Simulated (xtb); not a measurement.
FGe, SMILES [F][Ge] (connectivity only; charge and spin as stated), charge +1, multiplicity 1. All values are semi-empirical tight-binding results from xtb (GFN2-xTB unless named), good for trends rather than for accurate numbers. Geometry: GFN2-xTB. The spin state was assumed, not searched.

For metal compounds this method's bond lengths and energies can be far off.

```
Property                       Value
---------------------------  -------
point group as xtb finds it      C∞v
orbital gap                  5.15 eV
```
